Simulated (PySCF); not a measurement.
Cl₂Mn (SMILES [Cl][Mn][Cl]), sextet, geometry from GFN2-xTB (such geometries of metal compounds can be far from the true shape). Base run: SVWN5/STO-3G run with PySCF.

Geometry (Å):
```xyz
3

Mn     0.0000     0.0000     0.0000
Cl     0.0000     0.0000     1.9761
Cl     0.0000     0.0000    -1.9761
```
Charge 0, spin multiplicity 6.
Orbitals are unrestricted.
All else is at PySCF's defaults.
Base energy -2043.65333 Eh.

The base run was repeated with changes; each row names its change, and settings that it needs were set with it.

| change | ΔE vs base (mEh) | SCF cycles | <S^2> | outcome |
|---|---|---|---|---|
| base | 0.000 | 19 | 8.762 | converged |
| init_guess = sap | 0.000 | 13 | 8.762 | converged |
| init_guess = 1e | 0.000 | 24 | 8.762 | converged |
| DIIS = EDIIS | - | 50 | - | not converged |
| init_guess = huckel | 0.000 | 11 | 8.762 | converged |
| diis = off; damp = 0.3 (with mf.diis_start_cycle = 200; with mf.max_cycle = 150) | - | 150 | - | not converged |
| diis = off; damp = 0.6 (with mf.diis_start_cycle = 200; with mf.max_cycle = 150) | 0.000 | 19 | 8.762 | converged |
| diis_space = 4 | 0.000 | 15 | 8.762 | converged |
| solver = newton; init_guess = 1e | 170.2 | - | 8.763 | another SCF solution |
| conv_tol = 1e-6 | 0.000 | 17 | 8.762 | converged |
| conv_tol = 1e-4 | 0.000 | 16 | 8.762 | converged |
| conv_tol_grad = 1e-7 | 0.000 | 19 | 8.762 | converged |
| conv_tol = 1e-12 | 0.000 | 19 | 8.762 | converged |

A guess, shift, damping, solver or small numerical setting can't move a converged solution much, so rows marked as another SCF solution ended in a different state.

Open shells are given as the SCF converged; they aren't shown to be the lowest states, and a large step between rows can be another state.
